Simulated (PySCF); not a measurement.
A side-by-side comparison of computed properties.

First species: C7H16Si.
SMILES: `C/C=C/[SiH2]C(C)(C)C`

Second species: C3H15NOSi3.
SMILES: `C[SiH2][Si@@](C)(O)C[SiH2]N`

Levels: PBE0/pcSseg-1 for HOMO energy, LUMO energy and HOMO–LUMO gap. Geometries: GFN2-xTB. Each species is one conformer at its optimised geometry, gas phase, non-relativistic unless stated. Electronic properties by PySCF.

The conformers computed, where there is a choice (atom-mapped SMILES and torsion angles):
- `[CH3:1]/[CH:2]=[CH:3]/[SiH2:4][C:5]([CH3:6])([CH3:7])[CH3:8]`: C2–C3–Si4–C5 -97°, C3–Si4–C5–C6 62°

The conformers of `C[SiH2][Si@@](C)(O)C[SiH2]N` aren't listed.

Values for the first species:

* HOMO energy: -7.23 eV
* LUMO energy: -0.11 eV
* HOMO–LUMO gap: 7.12 eV

**Question.** Estimate the same properties for the second species, and the change in each.

**Answer.** 
| property | first | second | second less first |
| --- | --- | --- | --- |
| HOMO energy | -7.23 eV | -7.17 eV | +0.06 eV |
| LUMO energy | -0.11 eV | 0.19 eV | +0.30 eV |
| HOMO–LUMO gap | 7.12 eV | 7.36 eV | +0.24 eV |

